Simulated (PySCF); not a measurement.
Isomers of C4H9ClO3Si, mass 168.001 u with the commonest isotopes. Level of theory: PBE0/pcSseg-1 in PySCF (dipole) on a GFN2-xTB geometry, gas phase. One conformer each, none proved a minimum here; rigid rotors.

Task: Order these by dipole moment, smallest first.
A. `[CH3:1][CH2:2][O:3][Si:4]([OH:5])([OH:6])/[CH:7]=[CH:8]\[Cl:9]` with C1–C2–O3–Si4 180°, C2–O3–Si4–O5 64°, O3–Si4–O5–H 143°, O3–Si4–O6–H 46°, O3–Si4–C7–C8 -56°
B. `[CH3:1][O:2][Si@@H:3]([Cl:4])[O:5][CH2:6][C:7]([CH3:8])=[O:9]` with C1–O2–Si3–Cl4 -177°, O2–Si3–O5–C6 -68°, Si3–O5–C6–C7 75°, O5–C6–C7–C8 -171°
C. `[CH3:1][O:2][C@@:3]1([CH3:4])[CH2:5][O:6][Si@H:7]([Cl:8])[O:9]1` with C1–O2–C3–C4 63°, O2–C3–C5–O6 105°, C3–C5–O6–Si7 -1°, C5–O6–Si7–Cl8 126°, O6–Si7–O9–C3 -19°
D. `[CH3:1][O:2][C@@H:3]1[C@@H:4]([Cl:5])[C@@H:6]1[O:7][SiH2:8][OH:9]` with C1–O2–C3–C4 -82°, C4–C6–O7–Si8 -139°, C6–O7–Si8–O9 50°, O7–Si8–O9–H 14°
E. `[CH3:1][O:2][C@@H:3]1[C@H:4]([Cl:5])[C@@H:6]1[O:7][SiH2:8][OH:9]` with C1–O2–C3–C4 -82°, C4–C6–O7–Si8 -139°, C6–O7–Si8–O9 48°, O7–Si8–O9–H 18°
F. `[CH3:1][CH2:2][O:3][C:4](=[O:5])[O:6][Si@@H:7]([CH3:8])[Cl:9]` with C1–C2–O3–C4 81°, C2–O3–C4–O5 2°, O3–C4–O6–Si7 176°, C4–O6–Si7–C8 174°

Result: A (1.42 D), F (1.72 D), C (2.15 D), D (2.54 D), B (2.80 D), E (3.66 D).

Task: Order these by rotational constant A, smallest first.
A. `[CH3:1][O:2][C@@:3]1([CH3:4])[CH2:5][O:6][Si@H:7]([Cl:8])[O:9]1` with C1–O2–C3–C4 63°, O2–C3–C5–O6 105°, C3–C5–O6–Si7 -1°, C5–O6–Si7–Cl8 126°, O6–Si7–O9–C3 -19°
B. `[CH3:1][O:2][C@@H:3]1[C@@H:4]([Cl:5])[C@@H:6]1[O:7][SiH2:8][OH:9]` with C1–O2–C3–C4 -82°, C4–C6–O7–Si8 -139°, C6–O7–Si8–O9 50°, O7–Si8–O9–H 14°
C. `[CH3:1][CH2:2][O:3][Si:4]([OH:5])([OH:6])/[CH:7]=[CH:8]\[Cl:9]` with C1–C2–O3–Si4 180°, C2–O3–Si4–O5 64°, O3–Si4–O5–H 143°, O3–Si4–O6–H 46°, O3–Si4–C7–C8 -56°
D. `[CH3:1][O:2][Si@@H:3]([Cl:4])[O:5][CH2:6][C:7]([CH3:8])=[O:9]` with C1–O2–Si3–Cl4 -177°, O2–Si3–O5–C6 -68°, Si3–O5–C6–C7 75°, O5–C6–C7–C8 -171°
E. `[CH3:1][CH2:2][O:3][C:4](=[O:5])[O:6][Si@@H:7]([CH3:8])[Cl:9]` with C1–C2–O3–C4 81°, C2–O3–C4–O5 2°, O3–C4–O6–Si7 176°, C4–O6–Si7–C8 174°
F. `[CH3:1][O:2][C@@H:3]1[C@H:4]([Cl:5])[C@@H:6]1[O:7][SiH2:8][OH:9]` with C1–O2–C3–C4 -82°, C4–C6–O7–Si8 -139°, C6–O7–Si8–O9 48°, O7–Si8–O9–H 18°

Result: C (1213 MHz), D (1500 MHz), F (1628 MHz), B (1790 MHz), E (2247 MHz), A (2341 MHz).

Task: Order these by rotational constant B, smallest first.
A. `[CH3:1][O:2][C@@:3]1([CH3:4])[CH2:5][O:6][Si@H:7]([Cl:8])[O:9]1` with C1–O2–C3–C4 63°, O2–C3–C5–O6 105°, C3–C5–O6–Si7 -1°, C5–O6–Si7–Cl8 126°, O6–Si7–O9–C3 -19°
B. `[CH3:1][O:2][Si@@H:3]([Cl:4])[O:5][CH2:6][C:7]([CH3:8])=[O:9]` with C1–O2–Si3–Cl4 -177°, O2–Si3–O5–C6 -68°, Si3–O5–C6–C7 75°, O5–C6–C7–C8 -171°
C. `[CH3:1][O:2][C@@H:3]1[C@H:4]([Cl:5])[C@@H:6]1[O:7][SiH2:8][OH:9]` with C1–O2–C3–C4 -82°, C4–C6–O7–Si8 -139°, C6–O7–Si8–O9 48°, O7–Si8–O9–H 18°
D. `[CH3:1][O:2][CH2:3][C:4](=[O:5])[O:6][SiH2:7][CH2:8][Cl:9]` with C1–O2–C3–C4 -70°, O2–C3–C4–O5 2°, C3–C4–O6–Si7 -172°, C4–O6–Si7–C8 55°, O6–Si7–C8–Cl9 51°
E. `[CH3:1][CH2:2][O:3][Si:4]([OH:5])([OH:6])/[CH:7]=[CH:8]\[Cl:9]` with C1–C2–O3–Si4 180°, C2–O3–Si4–O5 64°, O3–Si4–O5–H 143°, O3–Si4–O6–H 46°, O3–Si4–C7–C8 -56°
F. `[CH3:1][O:2][C@@H:3]1[C@@H:4]([Cl:5])[C@@H:6]1[O:7][SiH2:8][OH:9]` with C1–O2–C3–C4 -82°, C4–C6–O7–Si8 -139°, C6–O7–Si8–O9 50°, O7–Si8–O9–H 14°
G. `[CH3:1][CH2:2][O:3][C:4](=[O:5])[O:6][Si@@H:7]([CH3:8])[Cl:9]` with C1–C2–O3–C4 81°, C2–O3–C4–O5 2°, O3–C4–O6–Si7 176°, C4–O6–Si7–C8 174°

Result: G (600.1 MHz), D (656.1 MHz), F (712.4 MHz), A (751.6 MHz), B (850.8 MHz), C (892.4 MHz), E (952.3 MHz).

```
                            SMILES  point group  Ia (u·Å²)  Ib (u·Å²)  Ic (u·Å²)      κ  μa (D)  μb (D)  μc (D)
CO[C@@H]1[C@@H](Cl)[C@@H]1O[SiH2]O           C1     282.31     709.38     943.79  -0.72    1.22    2.22    0.12
             CCOC(=O)O[Si@@H](C)Cl           C1     224.96     842.09     962.31  -0.91    0.46    1.58    0.50
             CO[Si@@H](Cl)OCC(C)=O           C1     336.95     593.99     770.80  -0.54    2.65    0.86    0.18
 CO[C@@H]1[C@H](Cl)[C@@H]1O[SiH2]O           C1     310.40     566.33     712.66  -0.60    2.33    1.66    2.28
              CCO[Si](O)(O)/C=C\Cl           C1     416.50     530.68     751.22   0.03    0.62    0.16    1.27
         CO[C@@]1(C)CO[Si@H](Cl)O1           C1     215.85     672.44     705.63  -0.96    2.02    0.52    0.51
                COCC(=O)O[SiH2]CCl           C1     283.47     770.22     917.21  -0.83    1.63    0.62    0.29
```
